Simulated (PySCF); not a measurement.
**ORD: SMILES CC[C@@]1(F)O[C@@H]1CF, C5H8F2O**

Geometry:
```json
{"atom": "C1", "x (Å)": "-1.911", "y (Å)": "0.842", "z (Å)": "-0.510"}
{"atom": "C2", "x (Å)": "-1.522", "y (Å)": "-0.437", "z (Å)": "0.228"}
{"atom": "C3", "x (Å)": "-0.086", "y (Å)": "-0.381", "z (Å)": "0.676"}
{"atom": "F4", "x (Å)": "0.108", "y (Å)": "0.535", "z (Å)": "1.672"}
{"atom": "O5", "x (Å)": "0.659", "y (Å)": "-1.526", "z (Å)": "0.828"}
{"atom": "C6", "x (Å)": "1.070", "y (Å)": "-0.641", "z (Å)": "-0.191"}
{"atom": "C7", "x (Å)": "2.390", "y (Å)": "0.070", "z (Å)": "-0.001"}
{"atom": "F8", "x (Å)": "2.584", "y (Å)": "0.935", "z (Å)": "-1.047"}
{"atom": "H9", "x (Å)": "-2.950", "y (Å)": "0.792", "z (Å)": "-0.820"}
{"atom": "H10", "x (Å)": "-1.784", "y (Å)": "1.704", "z (Å)": "0.140"}
{"atom": "H11", "x (Å)": "-1.289", "y (Å)": "0.981", "z (Å)": "-1.391"}
{"atom": "H12", "x (Å)": "-2.151", "y (Å)": "-0.568", "z (Å)": "1.111"}
{"atom": "H13", "x (Å)": "-1.641", "y (Å)": "-1.311", "z (Å)": "-0.414"}
{"atom": "H14", "x (Å)": "0.893", "y (Å)": "-0.994", "z (Å)": "-1.204"}
{"atom": "H15", "x (Å)": "2.403", "y (Å)": "0.656", "z (Å)": "0.923"}
{"atom": "H16", "x (Å)": "3.219", "y (Å)": "-0.645", "z (Å)": "-0.013"}
```

Method: TDDFT PBE0/def2-SVPD circular dichroism and optical rotation, one conformer, gas phase in PySCF 2.14.0. Geometry: GFN2-xTB.

The molecule is flexible and this is one conformer; a measurement averages over conformers. States above about 8.6 eV (minus the energy of the highest occupied orbital) lie near or above the ionisation threshold and depend on the basis.

Stereocentres: C3 S, C6 R.

**Question.** Give the optical rotatory dispersion at 633, 589.3, 546, 436, 405, 365, 355 nm.

**Answer.** [α] in deg dm⁻¹ (g/mL)⁻¹:
```tsv
λ (nm)	origin-invariant length gauge	modified velocity gauge	length gauge (centre of mass)	isotropic polarisability (au)
633	-26.5	-31.9	-25.5	64.8
589.3	-31.2	-37.5	-30.1	64.9
546	-37.3	-44.8	-36.0	65.1
436	-65.0	-77.7	-62.9	66.0
405	-79.0	-94.2	-76.5	66.4
365	-105.6	-125.4	-102.5	67.1
355	-114.5	-135.8	-111.2	67.3
```

**Question.** And for the mirror image at 589.3 nm?

**Answer.** +31.2 deg dm⁻¹ (g/mL)⁻¹ (origin-invariant length gauge): the same size and the opposite sign.

**Question.** What is the molar rotation [Φ] = [α]·M/100 of the geometry above at 589.3 nm?

**Answer.** With M = 122.11 g/mol, -38.1 deg cm² dmol⁻¹ (origin-invariant length gauge).

The first excitation lies at 8.10 eV (153 nm) with R = -46.0 × 10⁻⁴⁰ esu² cm² (velocity form).
